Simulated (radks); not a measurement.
The numbers below are computed, except where a source is named.
Ir, 77 electrons, occupied as [Xe] 4f14 5d7 6s1.5 6p0.5 (fractional occupations, a model configuration). Level of theory: scalar-relativistic Kohn-Sham, r2SCAN, spin-polarised, spherical densities, finite nucleus; open shells are filled with parallel spins first (spin-orbit coupling, left out, can overturn this in heavy ions); meta-GGA in the generalised Kohn-Sham scheme; Fermi nuclear charge, rms radius 5.4032 fm (a radial shooting solver on a logarithmic mesh with Libxc functionals). Some entries of the table are withheld. Estimate them.

orbital,occ.,eigenvalue (eV),<1/r> (bohr^-1)
1s up,1,-76199.46,92.15
1s down,1,-76199.45,92.15
2s up,1,-13358.34,21.61
2s down,1,-13358.06,21.61
2p up,3,-11604.03,19.36
2p down,3,-11603.81,19.36
3s up,1,-3135.665,8.018
3s down,1,-3135.628,8.018
3p up,3,-2620.349,7.346
3p down,3,-2620.289,7.346
3d up,5,-2051.693,6.916
3d down,5,-2051.525,6.916
4s up,1,-675.8896,3.415
4s down,1,-675.6502,3.414
4p up,3,-506.1261,3.095
4p down,3,-505.9147,3.094
4d up,5,-296.4756,2.765
4d down,5,-296.2211,2.765
5s up,1,-101.7053,1.366
5s down,1,-100.0032,1.375
4f up,7,-63.9463,(1)
4f down,7,-63.5498,(2)
5p up,3,(3),1.158
5p down,3,(4),1.169
5d up,5,-9.3166,0.7804
6s up,1,-8.0184,0.4560
5d down,2,-6.6295,0.7769
6s down,0.5,-5.8373,0.4281
6p up,0.5,(5),0.3060

Answer. 
(1) 4f up <1/r> (bohr^-1): 2.313
(2) 4f down <1/r> (bohr^-1): 2.318
(3) 5p up eigenvalue (eV): -58.0830
(4) 5p down eigenvalue (eV): -55.8889
(5) 6p up eigenvalue (eV): -1.9277
